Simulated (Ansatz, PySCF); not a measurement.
Pair of molecules: H2O (SMILES O) (first 3 atoms) with PH3 (SMILES P); geometry from B3LYP-D3(BJ)/def2-TZVP, rigid monomers moved along the line of their centres of mass till H2···P4 is 2.97 Å.
(charge 0, multiplicity 1):
```
atom    x (Å)    y (Å)    z (Å)
----  -------  -------  -------
O      0.2632  -0.0779  -0.5425
H      0.1242   0.0001   0.4118
H      1.1449   0.2748  -0.6984
P     -0.5480   0.1622   3.3004
H      0.0878  -0.5549   4.3428
H     -0.6754   1.3575   4.0487
H     -1.8455  -0.3069   3.6167
```

Monomers are frozen at their geometry in the pair; levels with a basis set take the counterpoise correction. Rows marked so take none.

Frozen-core correlation. CBS: X⁻³ extrapolation of the correlation energy, Hartree–Fock from the larger set. Rows in STO-3G carry no dispersion term and start afresh at each structure.

Codes used: Ansatz (Gaussian orbitals); PySCF for STO-3G rows, the dispersion terms. 

Problem. Estimate the interaction energy that PBE-D3(BJ)/def2-TZVPPD returns for this input.

Solution. -117 meV

Problem. What interaction energy does CCSD(T)/CBS(aug-cc-pV(D+d)Z, aug-cc-pV(T+d)Z) give?

Solution. -97 meV

Problem. What is the computed interaction energy (HF/STO-3G (no counterpoise))?

Solution. -59 meV

Ansatz is a quantum-chemistry and plane-wave program.
